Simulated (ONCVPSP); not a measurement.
# Ru (Z = 44), ONCV: configuration errors across variants

- Element: ruthenium (Ru)
- Generator: ONCVPSP 4.0.1
- Type: optimised norm-conserving Vanderbilt (ONCV)
- Functional: LDA (Perdew-Wang 92)
- Relativity: scalar-relativistic
- Frozen core: [Ar] 3d10
- Valence charge: 16
- Reference configuration: 4s2 4p6 4d6.5 (charge +1.5)
- Partial waves: 4s: rc 1.15 bohr, ncon 4, nbas 9, qcut 6.2 1/bohr, 2 projectors, debl 3.2 Ha; 4p: rc 1.30 bohr, ncon 5, nbas 9, qcut 6.8 1/bohr, 2 projectors, debl 1.1 Ha; 4d: rc 1.85 bohr, ncon 5, nbas 10, qcut 6.7 1/bohr, 3 projectors, debl 1.7 Ha
- Local potential: polynomial inside 0.85 bohr (lpopt 4, dvloc0 1 Ha)
- Core correction: none

In the s channel the program set the typed energies aside and used -3.307, 0.250 Ha. In the p channel the program set the typed energies aside and used -2.207, 0.250 Ha.

All-electron excitation energies from the reference (eV): (1) 4s2 4p6 4d7 5s1 -15.376; (2) 4s2 4p6 4d7 -7.770; (3) 4s2 4p6 4d6 10.667; (4) 4s2 4p6 4d5 41.518.

Errors AE − PS in meV (a dash: test not solved or not reliable):

| change | (1) | (2) | (3) | (4) | bound ghosts | GHOST(+) flags above zero |
| --- | --- | --- | --- | --- | --- | --- |
| base | +1.5 | +0.5 | +0.1 | +9.3 | none | s |
| s: rc 0.8; local potential polynomial inside 0.80 bohr (lpopt 4, dvloc0 1 Ha) | +1.6 | +0.5 | +0.1 | +9.2 | none | s |
| s: rc 0.96 | +1.6 | +0.5 | +0.1 | +9.3 | none | s |
| s: rc 1.1 | +1.6 | +0.5 | +0.1 | +9.3 | none | s |
| s: rc 1.22 | +1.5 | +0.5 | +0.1 | +9.3 | none | s |
| s: rc 1.38 | +1.7 | +0.5 | +0.1 | +9.5 | none | s |
| s: rc 1.68 | +2.2 | +0.5 | +0.1 | +10 | none | s |

Give the same row for: s: rc 1.5.

+1.9, +0.5, +0.1, +9.7; bound ghosts: none; GHOST(+) flags above zero: s.
